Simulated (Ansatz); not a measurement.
Calculation: B3LYP-D3(BJ)/def2-TZVP (Ansatz, a quantum-chemistry and plane-wave program). No frequencies were computed at this level.

Ansatz 0.2 input:
```yaml
crystal:
  periodic: [false, false, false]
  atoms:
    - { symbol: Cl, position_ang: [-0.840241, -1.139789, -1.457847] }
    - { symbol: Si, position_ang: [-0.061866, -0.012279, 0.014594] }
    - { symbol: Cl, position_ang: [-0.107987, -0.997034, 1.767694] }
    - { symbol: Cl, position_ang: [-1.031631, 1.743997, 0.157007] }
    - { symbol: Br, position_ang: [2.041725, 0.405104, -0.481446] }
basis:
  gaussian: { orbitals: def2-tzvp }
hamiltonian:
  xc: b3lyp
  dispersion: d3bj
relax:
  max_steps: 150
```

Output:

```
Functional definition: B3LYP
1463 factors; their error is unknown
mean field evaluation 1: about -115500.0141 eV, gradient 1.9e1 eV
mean field evaluation 2: about -115500.2289 eV, gradient 1.7e1 eV
mean field evaluation 4: about -115500.7186 eV, gradient 1.3e0 eV
mean field evaluation 8: about -115501.1787 eV, gradient 3.6e-1 eV
mean field evaluation 16: about -115501.1788 eV, gradient 1.1e-5 eV
mean field -115501.17884248 eV, -4244.5900329503 hartree, gradient 1.1e-5 eV, S^2 0.000000; 0 other end points of the search recorded, 0 dependent functions left out
reference -115501.17912138 eV, -4244.5900431997 hartree; 50, 50 occupied and 146, 146 virtual orbitals, 1463 factors
relax step   1: F+E_penalty+E_count = -115501.67903226 eV  Δ(F+E_penalty+E_count) = +0.000e0 eV  max|allowed force component| = 6.031e-1 eV/Å  Δτ_max = 0.0000 Å  (28 SCF iters, accepted)
these checks for a lower state are left out or cut short: starts, cluster_reference, orbital_swaps, neighbouring_geometries, increment
1463 factors; their error is unknown
mean field -115501.20335862 eV, -4244.5909339017 hartree, gradient 1.8e-5 eV, S^2 0.000000; 0 other end points of the search recorded, 0 dependent functions left out
reference -115501.20363920 eV, -4244.5909442127 hartree; 50, 50 occupied and 146, 146 virtual orbitals, 1463 factors
relax step   2: F+E_penalty+E_count = -115501.69646313 eV  Δ(F+E_penalty+E_count) = -1.743e-2 eV  max|allowed force component| = 2.303e-1 eV/Å  Δτ_max = 0.0692 Å  (30 SCF iters, accepted)
these checks for a lower state are left out or cut short: starts, cluster_reference, orbital_swaps, neighbouring_geometries, increment
1463 factors; their error is unknown
mean field evaluation 32: about -115501.2099 eV, gradient 2.0e-5 eV
mean field -115501.20994538 eV, -4244.5911759607 hartree, gradient 2.0e-5 eV, S^2 0.000000; 0 other end points of the search recorded, 0 dependent functions left out
reference -115501.21022560 eV, -4244.5911862585 hartree; 50, 50 occupied and 146, 146 virtual orbitals, 1463 factors
relax step   3: F+E_penalty+E_count = -115501.70537125 eV  Δ(F+E_penalty+E_count) = -8.908e-3 eV  max|allowed force component| = 1.383e-1 eV/Å  Δτ_max = 0.0392 Å  (30 SCF iters, accepted)
these checks for a lower state are left out or cut short: starts, cluster_reference, orbital_swaps, neighbouring_geometries, increment
1463 factors; their error is unknown
mean field -115501.21113551 eV, -4244.5912196974 hartree, gradient 1.9e-5 eV, S^2 0.000000; 0 other end points of the search recorded, 0 dependent functions left out
reference -115501.21141583 eV, -4244.5912299989 hartree; 50, 50 occupied and 146, 146 virtual orbitals, 1463 factors
relax step   4: F+E_penalty+E_count = -115501.70604043 eV  Δ(F+E_penalty+E_count) = -6.692e-4 eV  max|allowed force component| = 7.856e-3 eV/Å  Δτ_max = 0.0059 Å  (31 SCF iters, accepted)
1463 factors; their error is unknown
mean field evaluation 64: about -115501.2111 eV, gradient 2.1e-4 eV
mean field -115501.21113551 eV, -4244.5912196974 hartree, gradient 1.9e-5 eV, S^2 0.000000; 1 other end points of the search recorded, 0 dependent functions left out
reference -115501.21141583 eV, -4244.5912299989 hartree; 50, 50 occupied and 146, 146 virtual orbitals, 1463 factors
Total energy: -115501.70632075 eV, -4244.6094174190 hartree
Atom 0 at    -0.863350    -1.146431    -1.455869 Å, force    -0.000562    -0.002245    -0.003514 eV/Å
Atom 1 at    -0.027891    -0.005532     0.006571 Å, force    -0.007386    -0.001448     0.001710 eV/Å
Atom 2 at    -0.129568    -1.003358     1.776430 Å, force     0.001075    -0.001947     0.003604 eV/Å
Atom 3 at    -1.055144     1.743426     0.162385 Å, force    -0.000983     0.004091     0.000034 eV/Å
Atom 4 at     2.075953     0.411894    -0.489516 Å, force     0.007856     0.001549    -0.001834 eV/Å
Dipole moment:     0.019305     0.003836    -0.004562 e Å
```

Cost: roughly 80 core-seconds.
